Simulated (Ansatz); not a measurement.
Basis sets compared for (NMe2)3Sn-NH-SiH3 (C₆H₂₂N₄SiSn). The state is a singlet with charge 0. Geometry PBE-D4/def2-SVP. Ansatz on 2 threads of AMD EPYC 7R13 on a shared host and a share (18 GiB) of an NVIDIA H100 80GB HBM3; times are rough, and most runs start from earlier orbitals.

Cartesian coordinates in Å:
```
Sn -0.201 0.157 -0.051
N 0.130 -1.634 -1.005
C 1.342 -1.780 -1.791
C -1.014 -2.333 -1.558
N 1.645 0.583 0.756
C 2.306 -0.443 1.537
C 1.940 1.936 1.181
N -1.890 -0.202 1.087
C -2.607 0.925 1.648
C -1.864 -1.364 1.957
N -0.678 1.832 -1.166
Si 0.265 2.384 -2.534
H 2.163 -1.173 -1.358
H 1.219 -1.469 -2.861
H 1.677 -2.845 -1.803
H -1.238 -2.053 -2.620
H -1.924 -2.128 -0.958
H -0.844 -3.437 -1.548
H 2.078 -0.391 2.633
H 3.415 -0.358 1.437
H 2.019 -1.453 1.180
H 1.715 2.125 2.263
H 1.361 2.670 0.584
H 3.023 2.167 1.035
H -2.232 1.244 2.655
H -3.688 0.678 1.777
H -2.548 1.809 0.981
H -2.899 -1.747 2.128
H -1.427 -1.162 2.969
H -1.280 -2.186 1.494
H -1.693 1.974 -1.232
H 1.700 2.033 -2.249
H -0.113 1.760 -3.860
H 0.141 3.878 -2.707
```

In the def2 sets Sn takes a core potential, while STO-3G treats all electrons; there is no spin–orbit coupling. Single mean-field runs in def2-TZVP are fitted with def2-universal-jkfit.

STO-3G and 6-31G are all-electron sets without relativity, so their totals don't compare with the def2 sets.

Binding counts from free atoms (Sn triplet, N quartet, C triplet, Si triplet, H doublet) in the same basis, without a counterpoise term.

```csv
level,functions,energy (Eh),HOMO (eV),LUMO (eV),binding per atom (eV),wall time
HF/STO-3G,108,-6701.1871,-6.57,8.66,3.35,3.3 s
PBE-D4/def2-SVP,294,-963.4959,-4.47,-1.42,3.83,4.4 s
PBE0-D4/def2-SVP,294,-963.5961,-5.77,-0.44,3.76,6 s
```

Estimate the rows for HF/def2-TZVP, PBE-D4/def2-TZVP (with forces), PBE0-D4/def2-TZVP.


```json
{"level": "HF/def2-TZVP", "functions": "529", "energy (Eh)": "-960.2543", "HOMO (eV)": "-9.06", "LUMO (eV)": "2.68", "binding per atom (eV)": "2.64", "wall time": "3.9 s"}
{"level": "PBE-D4/def2-TZVP (with forces)", "functions": "529", "energy (Eh)": "-964.1274", "HOMO (eV)": "-4.63", "LUMO (eV)": "-1.69", "binding per atom (eV)": "3.81", "wall time": "8.5 s"}
{"level": "PBE0-D4/def2-TZVP", "functions": "529", "energy (Eh)": "-964.2149", "HOMO (eV)": "-5.89", "LUMO (eV)": "-0.71", "binding per atom (eV)": "3.74", "wall time": "5.5 s"}
```
